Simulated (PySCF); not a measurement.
# Electron correlation in Nb¹³⁺ (niobium, charge +13)

Starting occupation: [Ar] 3d10. All numbers are calculated (PySCF 2.14, X2C-1e with screened-nucleus spin-orbit coupling, Gaussian nucleus, in an even-tempered Gaussian basis (20 s from 0.32 bohr⁻², ratio 2.6; 15 p from 0.41 bohr⁻², ratio 2.6; 10 d from 0.41 bohr⁻², ratio 2.6; 6 f from 0.42 bohr⁻², ratio 2.8)). Frozen: [Ar]; 10 electrons correlated; the 96 highest virtual spinors left out.

MP2 pair energies summed by pair of shells (mhartree):

```json
{"pair": "3d3/2-3d5/2", "energy": "-187.59", "share (%)": "49.8"}
{"pair": "3d5/2-3d5/2", "energy": "-132.01", "share (%)": "35.1"}
{"pair": "3d3/2-3d3/2", "energy": "-56.77", "share (%)": "15.1"}
```

Total MP2 correlation energy: -376.36 mhartree.

The virtual space was cut to 70 spinors, which keep -369.90 of the -376.36 mhartree of MP2 correlation.

| level | correlation energy (mhartree) |
| --- | --- |
| CCSD | -360.52 |
| (T) | -1.02 |
| CCSD(T) | -361.54 |

Diagnostics: T1 = 0.00025, largest double amplitude 0.009.

Cost of the coupled-cluster step: 64 s of wall time on 1 thread of Neoverse-V2 (shared host), for 10 occupied and 70 virtual spinors.

At this charge the one-electron X2C treatment keeps the bare 1/r₁₂, with no two-electron picture change or Breit term. The effect here is smaller than on the frozen 1s shell.
